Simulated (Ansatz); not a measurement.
`C[CH2][Al]([F])[CH2]C`, one more setting.

```yaml
crystal:
  periodic: [false, false, false]
  atoms:
    - {symbol: C, position_ang: [1.474656, -2.033405, 0.035104]}
    - {symbol: C, position_ang: [1.183915, -1.172571, -1.194773]}
    - {symbol: Al, position_ang: [-0.009426, 0.344301, -0.895496]}
    - {symbol: F, position_ang: [-0.354938, 1.300931, -2.207349]}
    - {symbol: C, position_ang: [-0.822888, 0.822407, 0.814409]}
    - {symbol: C, position_ang: [-1.730223, 2.052092, 0.826008]}
    - {symbol: H, position_ang: [0.561483, -2.466030, 0.453325]}
    - {symbol: H, position_ang: [2.147676, -2.864978, -0.193842]}
    - {symbol: H, position_ang: [1.942562, -1.453500, 0.835568]}
    - {symbol: H, position_ang: [2.119039, -0.785910, -1.619934]}
    - {symbol: H, position_ang: [0.754217, -1.785668, -1.997330]}
    - {symbol: H, position_ang: [-0.008104, 0.942505, 1.541856]}
    - {symbol: H, position_ang: [-1.370697, -0.059589, 1.174144]}
    - {symbol: H, position_ang: [-2.573376, 1.937075, 0.140638]}
    - {symbol: H, position_ang: [-1.194443, 2.951025, 0.511808]}
    - {symbol: H, position_ang: [-2.142353, 2.248514, 1.820364]}
basis:
  gaussian: {orbitals: 6-31G, fitting: {mean_field: def2-universal-jkfit}}
hamiltonian: {xc: {name: r2SCAN}}
output: {forces: true}
```

```sh
$ ansatz run in.yaml --threads 4 --pin off --events-out ev --progress --plain --max-ram 11315MiB
```

Shortened log:

```
Functional definition: r2SCAN
685 factors; integrals over basis functions are off by at most 4.1e-2 eV
mean field evaluation 1: about -13605.9238 eV, gradient 7.8e1 eV
mean field evaluation 2: about -13592.8295 eV, gradient 1.1e2 eV
mean field evaluation 4: about -13620.1424 eV, gradient 5.1e0 eV
mean field evaluation 8: about -13620.2096 eV, gradient 2.1e-1 eV
mean field -13620.20974006 eV, -500.5334758373 hartree, gradient 6.1e-5 eV, S^2 0.000000; 0 other end points of the search recorded, 0 dependent functions left out
reference -13620.20975428 eV, -500.5334763601 hartree; 28, 28 occupied and 50, 50 virtual orbitals, 685 factors
Total energy: -13620.20975428 eV, -500.5334763601 hartree
Atom 0 at     1.474656    -2.033405     0.035104 Å, force    -0.002923    -0.075303     0.210554 eV/Å
Atom 1 at     1.183915    -1.172571    -1.194773 Å, force     0.031574     0.031065    -0.195077 eV/Å
Atom 2 at    -0.009426     0.344301    -0.895496 Å, force     0.280035    -0.849948     1.261156 eV/Å
Atom 3 at    -0.354938     1.300931    -2.207349 Å, force    -0.375068     1.043141    -1.436176 eV/Å
Atom 4 at    -0.822888     0.822407     0.814409 Å, force     0.073408    -0.150144     0.137685 eV/Å
Atom 5 at    -1.730223     2.052092     0.826008 Å, force    -0.109283     0.176258    -0.075443 eV/Å
Atom 6 at     0.561483    -2.466030     0.453325 Å, force    -0.153596    -0.064594     0.040472 eV/Å
Atom 7 at     2.147676    -2.864978    -0.193842 Å, force     0.102712    -0.115874    -0.064407 eV/Å
Atom 8 at     1.942562    -1.453500     0.835568 Å, force     0.081451     0.107795     0.105513 eV/Å
Atom 9 at     2.119039    -0.785910    -1.619934 Å, force     0.199673     0.039504    -0.076820 eV/Å
Atom 10 at     0.754217    -1.785668    -1.997330 Å, force    -0.057815    -0.149033    -0.147740 eV/Å
Atom 11 at    -0.008104     0.942505     1.541856 Å, force     0.143104     0.057945     0.151064 eV/Å
Atom 12 at    -1.370697    -0.059589     1.174144 Å, force    -0.137665    -0.148555     0.075212 eV/Å
Atom 13 at    -2.573376     1.937075     0.140638 Å, force    -0.126656    -0.040432    -0.102037 eV/Å
Atom 14 at    -1.194443     2.951025     0.511808 Å, force     0.101146     0.127315    -0.040419 eV/Å
Atom 15 at    -2.142353     2.248514     1.820364 Å, force    -0.050096     0.010860     0.156462 eV/Å
Dipole moment:     0.105137    -0.277220     0.362192 e Å
```

Hardware: 4 threads of an Arm Neoverse V1 on a shared host. Wall time 2.4 s, peak host memory 0.65 GiB.
